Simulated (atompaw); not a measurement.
**Building the PAW (atompaw) potential for S (PBEsol, non-relativistic).**

atompaw 4.2.0.5 input, output lines left out:

```
S 16
GGA-PBESOL loggrid 1500 logderivrange -4 5 226
3 3 0 0 0 0
3 1 3
0 0 0
c
c
v
c
v
1
1.60 1.40 1.10 1.50
y
1.85
n
y
2.5
n
custom polynom2 7 10 vanderbiltortho sinc
2 -0.5 troulliermartins
1.25
1.25
1.60
1.60
```

All-electron outer shells of the reference configuration (PBEsol, non-relativistic, ld1.x):

| shell | level (eV) | outermost node (bohr) | outermost maximum (bohr) |
| --- | --- | --- | --- |
| 3s | -27.43 | 0.60 | 1.40 |
| 3p | -16.77 | 0.58 | 1.55 |

Problem. Does the generator finish with these settings?

Solution. Yes, a potential is produced.

Problem. Estimate the cutoffs (Ry, on a coarse ladder) from which the occupation-weighted sum of valence levels, in a spherical-Bessel basis at the reference potential, stays within 10 and 1 mRy of its value at 400 Ry.

Solution. 15 Ry and 40 Ry.

Problem. Does the potential have ghost states?

Solution. Ghost state, extra bound levels that the all-electron valence spectrum of the same l lacks: s at -1180.1 eV. A true bound ghost makes a file unfit for plane-wave use.

Problem. Is the overlap operator S = 1 + Σ q|β⟩⟨β| positive definite (Bessel basis up to 400 Ry)?

Solution. Barely: its lowest eigenvalue is 0.029 (s channel).
